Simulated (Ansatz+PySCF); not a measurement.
Results of a calculation; reference values are marked as such.
Input for Ansatz (development build ahead of 0.2.0):

```yaml
crystal:
  periodic: [false, false, false]
  atoms:
    - { symbol: Cr, position_ang: [0.0, 0.0, 0.0] }
    - { symbol: F, position_ang: [0.0, 0.0, 1.85536] }
basis:
  gaussian: { orbitals: def2-SVP }
magnetization:
  spin_polarized: true
  initial_magnetization: 5
hamiltonian:
  xc: pbe
scf:
  omitted_lower_state_checks: [starts, atomic_configurations, cluster_reference, orbital_swaps, given_window_search, neighbouring_geometries, increment]
output:
  forces: true
```

The input is written out in the form of the current development build from the run's settings.

The run gave:

```json
{"Converged": "yes", "Total energy": "-1143.77180 hartree", "Spin squared of the determinant": "8.768", "Stability test": "minimum"}
```

Forces (eV/Å):
| atom | Fx | Fy | Fz |
| --- | --- | --- | --- |
| Cr1 | 0.000 | 0.000 | 1.727 |
| F2 | 0.000 | 0.000 | -1.727 |

Caution: other spin multiplicities were not run.
